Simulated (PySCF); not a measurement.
Si(H)(Cl) anion (ClHSi), SMILES Cl[SiH] (connectivity only; charge and spin as stated), charge -1, multiplicity 2. Atoms are numbered in the order given.

```xyz
3

Si    -0.1095     1.2056     0.0000
H      1.4270     1.3760     0.0000
Cl     0.0063    -1.0738     0.0000
```
Charge -1, spin multiplicity 2.

Coordinates come from a B3LYP-D3(BJ)/def2-TZVPD optimisation. The multiplicity is an assumed one; other spin states were not compared. The isomer is the one that the SMILES or the coordinates give; other isomers of the formula were not compared.

All values below come from CAM-B3LYP/def2-TZVPD (PySCF).

Mulliken values depend strongly on the basis, most of all with diffuse functions as here. ESP charges are fitted to the potential on shells at 1.4 to 2.0 van der Waals radii. Atomic charges (e):

```csv
atom,meta-Löwdin,ESP fit,Mulliken,Mulliken spin
Si1,-0.33,…,-0.39,0.96
H2,-0.16,…,-0.10,-0.01
Cl3,-0.51,…,-0.51,0.05
```

Q: Some entries are withheld; supply them. (An estimate is asked for; the answer gives what the named calculation found.)

A: 
- Si1, ESP fit: -0.60
- H2, ESP fit: -0.03
- Cl3, ESP fit: -0.37
